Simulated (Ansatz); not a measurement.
Ansatz (a program for electronic structure) input (B3LYP/6-31G*):

Ansatz 0.2 input:
```yaml
crystal:
  periodic: [false, false, false]
  atoms:
    - {symbol: C, position_ang: [2.04517808, -0.50964288, 0.41086186]}
    - {symbol: Si, position_ang: [0.33694332, 0.16247551, 0.12780102]}
    - {symbol: S, position_ang: [0.19000789, 1.41520840, -1.57517736]}
    - {symbol: S, position_ang: [-0.64245820, 0.69004464, 1.93028727]}
    - {symbol: S, position_ang: [-0.71221078, -1.89981510, -0.69526850]}
    - {symbol: H, position_ang: [2.68810414, 0.31198860, 0.74848285]}
    - {symbol: H, position_ang: [2.05606359, -1.28758672, 1.18215206]}
    - {symbol: H, position_ang: [2.47193383, -0.91982444, -0.51082781]}
    - {symbol: H, position_ang: [-0.95503018, 2.04595465, -1.23181501]}
    - {symbol: H, position_ang: [-1.66792792, 1.38467416, 1.38877790]}
    - {symbol: H, position_ang: [-1.98851458, -1.48568737, -0.85198424]}
    - {symbol: H, position_ang: [-0.95832622, -2.55332604, 0.46336650]}
basis:
  gaussian:
    orbitals: 6-31G*
hamiltonian:
  xc: {name: B3LYP}
total_charge: 1
phonons: {temperatures: {t_min: 298.15, t_max: 298.15, t_step: 100}}
```

Output:

```
Functional definition: B3LYP
integrals: 0.06 GiB planned
1104 factors; integrals over basis functions are off by at most 5.6e-4 eV
mean field: 0.54 GiB planned
mean field evaluation 1: about -41521.9768 eV, gradient 5.5e1 eV
mean field evaluation 2: about -41519.0838 eV, gradient 6.1e1 eV
mean field evaluation 4: about -41529.6686 eV, gradient 2.0e0 eV
mean field evaluation 8: about -41529.6975 eV, gradient 1.1e-1 eV
mean field evaluation 16: about -41529.6975 eV, gradient 2.1e-5 eV
mean field -41529.69749191 eV, -1526.1882329875 hartree, gradient 2.1e-5 eV, S^2 0.000000; 0 other end points of the search recorded, 0 dependent functions left out
the calculation of the forces begins
reference -41529.69776789 eV, -1526.1882431298 hartree; 37, 37 occupied and 68, 68 virtual orbitals, 1104 factors
these checks for a lower state are left out or cut short: stability, starts, cluster_reference, orbital_swaps, neighbouring_geometries, increment
integrals: 0.06 GiB planned
1104 factors; integrals over basis functions are off by at most 5.6e-4 eV
mean field: 0.54 GiB planned
mean field -41529.69737006 eV, -1526.1882285097 hartree, gradient 1.3e-6 eV, S^2 0.000000; 0 other end points of the search recorded, 0 dependent functions left out
the calculation of the forces begins
reference -41529.69764606 eV, -1526.1882386527 hartree; 37, 37 occupied and 68, 68 virtual orbitals, 1104 factors
these checks for a lower state are left out or cut short: stability, starts, cluster_reference, orbital_swaps, neighbouring_geometries, increment
integrals: 0.06 GiB planned
1104 factors; integrals over basis functions are off by at most 5.6e-4 eV
mean field: 0.54 GiB planned
mean field -41529.69737036 eV, -1526.1882285207 hartree, gradient 1.3e-6 eV, S^2 0.000000; 0 other end points of the search recorded, 0 dependent functions left out
the calculation of the forces begins
reference -41529.69764633 eV, -1526.1882386624 hartree; 37, 37 occupied and 68, 68 virtual orbitals, 1104 factors
these checks for a lower state are left out or cut short: stability, starts, cluster_reference, orbital_swaps, neighbouring_geometries, increment
integrals: 0.06 GiB planned
1104 factors; integrals over basis functions are off by at most 5.6e-4 eV
mean field: 0.54 GiB planned
mean field evaluation 32: about -41529.6973 eV, gradient 4.9e-5 eV
mean field -41529.69733422 eV, -1526.1882271928 hartree, gradient 1.0e-6 eV, S^2 0.000000; 0 other end points of the search recorded, 0 dependent functions left out
the calculation of the forces begins
reference -41529.69761022 eV, -1526.1882373354 hartree; 37, 37 occupied and 68, 68 virtual orbitals, 1104 factors
these checks for a lower state are left out or cut short: stability, starts, cluster_reference, orbital_swaps, neighbouring_geometries, increment
integrals: 0.06 GiB planned
1104 factors; integrals over basis functions are off by at most 5.6e-4 eV
mean field: 0.54 GiB planned
mean field -41529.69733689 eV, -1526.1882272907 hartree, gradient 1.1e-6 eV, S^2 0.000000; 0 other end points of the search recorded, 0 dependent functions left out
the calculation of the forces begins
reference -41529.69761287 eV, -1526.1882374327 hartree; 37, 37 occupied and 68, 68 virtual orbitals, 1104 factors
these checks for a lower state are left out or cut short: stability, starts, cluster_reference, orbital_swaps, neighbouring_geometries, increment
integrals: 0.06 GiB planned
1104 factors; integrals over basis functions are off by at most 5.6e-4 eV
mean field: 0.54 GiB planned
mean field -41529.69733012 eV, -1526.1882270422 hartree, gradient 1.1e-6 eV, S^2 0.000000; 0 other end points of the search recorded, 0 dependent functions left out
the calculation of the forces begins
reference -41529.69760610 eV, -1526.1882371841 hartree; 37, 37 occupied and 68, 68 virtual orbitals, 1104 factors
these checks for a lower state are left out or cut short: stability, starts, cluster_reference, orbital_swaps, neighbouring_geometries, increment
integrals: 0.06 GiB planned
1104 factors; integrals over basis functions are off by at most 5.6e-4 eV
mean field: 0.54 GiB planned
mean field -41529.69733269 eV, -1526.1882271365 hartree, gradient 1.0e-6 eV, S^2 0.000000; 0 other end points of the search recorded, 0 dependent functions left out
the calculation of the forces begins
reference -41529.69760869 eV, -1526.1882372792 hartree; 37, 37 occupied and 68, 68 virtual orbitals, 1104 factors
these checks for a lower state are left out or cut short: stability, starts, cluster_reference, orbital_swaps, neighbouring_geometries, increment
integrals: 0.06 GiB planned
1104 factors; integrals over basis functions are off by at most 5.6e-4 eV
mean field: 0.54 GiB planned
mean field -41529.69741456 eV, -1526.1882301451 hartree, gradient 1.4e-6 eV, S^2 0.000000; 0 other end points of the search recorded, 0 dependent functions left out
[...]
1104 factors; integrals over basis functions are off by at most 5.6e-4 eV
mean field: 0.54 GiB planned
mean field -41529.69741740 eV, -1526.1882302494 hartree, gradient 9.6e-7 eV, S^2 0.000000; 0 other end points of the search recorded, 0 dependent functions left out
the calculation of the forces begins
reference -41529.69769339 eV, -1526.1882403918 hartree; 37, 37 occupied and 68, 68 virtual orbitals, 1104 factors
these checks for a lower state are left out or cut short: stability, starts, cluster_reference, orbital_swaps, neighbouring_geometries, increment
integrals: 0.06 GiB planned
1104 factors; integrals over basis functions are off by at most 5.6e-4 eV
mean field: 0.54 GiB planned
mean field evaluation 384: about -41529.6802 eV, gradient 1.3e-1 eV
mean field -41529.69742002 eV, -1526.1882303459 hartree, gradient 1.0e-6 eV, S^2 0.000000; 0 other end points of the search recorded, 0 dependent functions left out
the calculation of the forces begins
reference -41529.69769601 eV, -1526.1882404881 hartree; 37, 37 occupied and 68, 68 virtual orbitals, 1104 factors
these checks for a lower state are left out or cut short: stability, starts, cluster_reference, orbital_swaps, neighbouring_geometries, increment
integrals: 0.06 GiB planned
1104 factors; integrals over basis functions are off by at most 5.6e-4 eV
mean field: 0.54 GiB planned
mean field -41529.69747845 eV, -1526.1882324930 hartree, gradient 1.5e-6 eV, S^2 0.000000; 0 other end points of the search recorded, 0 dependent functions left out
the calculation of the forces begins
reference -41529.69775445 eV, -1526.1882426358 hartree; 37, 37 occupied and 68, 68 virtual orbitals, 1104 factors
these checks for a lower state are left out or cut short: stability, starts, cluster_reference, orbital_swaps, neighbouring_geometries, increment
integrals: 0.06 GiB planned
1104 factors; integrals over basis functions are off by at most 5.6e-4 eV
mean field: 0.54 GiB planned
mean field -41529.69747869 eV, -1526.1882325017 hartree, gradient 1.9e-6 eV, S^2 0.000000; 0 other end points of the search recorded, 0 dependent functions left out
the calculation of the forces begins
reference -41529.69775466 eV, -1526.1882426436 hartree; 37, 37 occupied and 68, 68 virtual orbitals, 1104 factors
these checks for a lower state are left out or cut short: stability, starts, cluster_reference, orbital_swaps, neighbouring_geometries, increment
integrals: 0.06 GiB planned
1104 factors; integrals over basis functions are off by at most 5.6e-4 eV
mean field: 0.54 GiB planned
mean field -41529.69748418 eV, -1526.1882327037 hartree, gradient 1.1e-6 eV, S^2 0.000000; 0 other end points of the search recorded, 0 dependent functions left out
the calculation of the forces begins
reference -41529.69776018 eV, -1526.1882428463 hartree; 37, 37 occupied and 68, 68 virtual orbitals, 1104 factors
these checks for a lower state are left out or cut short: stability, starts, cluster_reference, orbital_swaps, neighbouring_geometries, increment
integrals: 0.06 GiB planned
1104 factors; integrals over basis functions are off by at most 5.6e-4 eV
mean field: 0.54 GiB planned
mean field -41529.69748407 eV, -1526.1882326996 hartree, gradient 9.7e-7 eV, S^2 0.000000; 0 other end points of the search recorded, 0 dependent functions left out
the calculation of the forces begins
reference -41529.69776005 eV, -1526.1882428416 hartree; 37, 37 occupied and 68, 68 virtual orbitals, 1104 factors
these checks for a lower state are left out or cut short: stability, starts, cluster_reference, orbital_swaps, neighbouring_geometries, increment
integrals: 0.06 GiB planned
1104 factors; integrals over basis functions are off by at most 5.6e-4 eV
mean field: 0.54 GiB planned
mean field evaluation 416: about -41529.6975 eV, gradient 6.0e-6 eV
mean field -41529.69748057 eV, -1526.1882325709 hartree, gradient 1.3e-6 eV, S^2 0.000000; 0 other end points of the search recorded, 0 dependent functions left out
the calculation of the forces begins
reference -41529.69775655 eV, -1526.1882427131 hartree; 37, 37 occupied and 68, 68 virtual orbitals, 1104 factors
these checks for a lower state are left out or cut short: stability, starts, cluster_reference, orbital_swaps, neighbouring_geometries, increment
integrals: 0.06 GiB planned
1104 factors; integrals over basis functions are off by at most 5.6e-4 eV
mean field: 0.54 GiB planned
mean field -41529.69748113 eV, -1526.1882325916 hartree, gradient 1.3e-6 eV, S^2 0.000000; 0 other end points of the search recorded, 0 dependent functions left out
the calculation of the forces begins
reference -41529.69775712 eV, -1526.1882427341 hartree; 37, 37 occupied and 68, 68 virtual orbitals, 1104 factors
these checks for a lower state are left out or cut short: stability, starts, cluster_reference, orbital_swaps, neighbouring_geometries, increment
integrals: 0.06 GiB planned
1104 factors; integrals over basis functions are off by at most 5.6e-4 eV
mean field: 0.54 GiB planned
mean field -41529.69746909 eV, -1526.1882321492 hartree, gradient 2.6e-6 eV, S^2 0.000000; 0 other end points of the search recorded, 0 dependent functions left out
the calculation of the forces begins
reference -41529.69774508 eV, -1526.1882422916 hartree; 37, 37 occupied and 68, 68 virtual orbitals, 1104 factors
these checks for a lower state are left out or cut short: stability, starts, cluster_reference, orbital_swaps, neighbouring_geometries, increment
integrals: 0.06 GiB planned
1104 factors; integrals over basis functions are off by at most 5.6e-4 eV
mean field: 0.54 GiB planned
mean field -41529.69747071 eV, -1526.1882322086 hartree, gradient 2.9e-6 eV, S^2 0.000000; 0 other end points of the search recorded, 0 dependent functions left out
the calculation of the forces begins
reference -41529.69774669 eV, -1526.1882423508 hartree; 37, 37 occupied and 68, 68 virtual orbitals, 1104 factors
these checks for a lower state are left out or cut short: stability, starts, cluster_reference, orbital_swaps, neighbouring_geometries, increment
integrals: 0.06 GiB planned
1104 factors; integrals over basis functions are off by at most 5.6e-4 eV
mean field: 0.54 GiB planned
mean field -41529.69743225 eV, -1526.1882307952 hartree, gradient 1.0e-6 eV, S^2 0.000000; 0 other end points of the search recorded, 0 dependent functions left out
the calculation of the forces begins
reference -41529.69770825 eV, -1526.1882409381 hartree; 37, 37 occupied and 68, 68 virtual orbitals, 1104 factors
these checks for a lower state are left out or cut short: stability, starts, cluster_reference, orbital_swaps, neighbouring_geometries, increment
integrals: 0.06 GiB planned
1104 factors; integrals over basis functions are off by at most 5.6e-4 eV
mean field: 0.54 GiB planned
mean field evaluation 448: about -41529.6974 eV, gradient 9.4e-7 eV
mean field -41529.69743085 eV, -1526.1882307438 hartree, gradient 1.0e-6 eV, S^2 0.000000; 0 other end points of the search recorded, 0 dependent functions left out
the calculation of the forces begins
reference -41529.69770682 eV, -1526.1882408855 hartree; 37, 37 occupied and 68, 68 virtual orbitals, 1104 factors
Total energy: -41529.69776789 eV, -1526.1882431298 hartree
Atom 0 at     2.045178    -0.509643     0.410862 Å, force    -0.000149    -0.000501    -0.000598 eV/Å
Atom 1 at     0.336943     0.162476     0.127801 Å, force     0.001264     0.001515     0.001825 eV/Å
Atom 2 at     0.190008     1.415208    -1.575177 Å, force    -0.000299    -0.000247    -0.000574 eV/Å
Atom 3 at    -0.642458     0.690045     1.930287 Å, force     0.000037    -0.000271    -0.000743 eV/Å
Atom 4 at    -0.712211    -1.899815    -0.695268 Å, force     0.000179    -0.000232    -0.000534 eV/Å
Atom 5 at     2.688104     0.311989     0.748483 Å, force    -0.000318     0.000053     0.000072 eV/Å
Atom 6 at     2.056064    -1.287587     1.182152 Å, force    -0.000092     0.000205    -0.000246 eV/Å
Atom 7 at     2.471934    -0.919824    -0.510828 Å, force     0.000083    -0.000174     0.000267 eV/Å
Atom 8 at    -0.955030     2.045955    -1.231815 Å, force     0.000095    -0.000067     0.000289 eV/Å
Atom 9 at    -1.667928     1.384674     1.388778 Å, force    -0.000267     0.000086     0.000025 eV/Å
Atom 10 at    -1.988515    -1.485687    -0.851984 Å, force    -0.000413    -0.000042     0.000017 eV/Å
Atom 11 at    -0.958326    -2.553326     0.463367 Å, force    -0.000119    -0.000326     0.000201 eV/Å
Dipole moment:    -0.487511    -0.524450     0.002525 e Å
Vibrations: 108.18 123.30 134.01 148.31 167.81 177.07 187.63 194.54 249.60 276.36 439.92 560.62 595.38 627.73 717.87 730.94 835.30 843.17 885.71 1242.30 1344.67 1470.61 1472.58 2674.21 2676.07 2679.88 2698.49 3056.63 3137.43 3143.95 cm⁻¹, zero-point energy 2.082950 eV
```

The blocks after the first are displaced geometries, from whose forces the wavenumbers follow.

The dipole moment of an ion depends on the origin.
